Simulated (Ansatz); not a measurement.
```yaml
crystal:
  periodic: [false, false, false]
  atoms:
    - {symbol: B, position_ang: [-0.389222, 1.198271, -0.221328]}
    - {symbol: C, position_ang: [0.493258, -0.047562, -0.092628]}
    - {symbol: C, position_ang: [0.064223, -1.358347, 0.320575]}
    - {symbol: N, position_ang: [0.664281, -0.786434, 1.273356]}
    - {symbol: H, position_ang: [-0.229595, 1.930120, -1.128211]}
    - {symbol: H, position_ang: [-1.304406, 1.227894, 0.476970]}
    - {symbol: H, position_ang: [1.447339, -0.050686, -0.709599]}
    - {symbol: H, position_ang: [-0.459260, -2.225527, 0.150056]}
basis:
  gaussian: {orbitals: aug-cc-pVTZ}
hamiltonian: {xc: {name: HF}}
correlation: {method: mp2, frozen_orbitals: {B: 0}}
output: {forces: true}
```

```sh
$ ansatz run in.yaml --threads 2 --pin off --events-out ev --progress --plain --max-ram 4352MiB
```

It prints (some lines left out):

```
Functional definition: HF
Error: "frozen_orbitals" has no count for C
```

**Question.** Something in this input is off. What?

**Answer.** Frozen orbitals are typed for one element alone, and the program wants a count for each. The program refused the input.
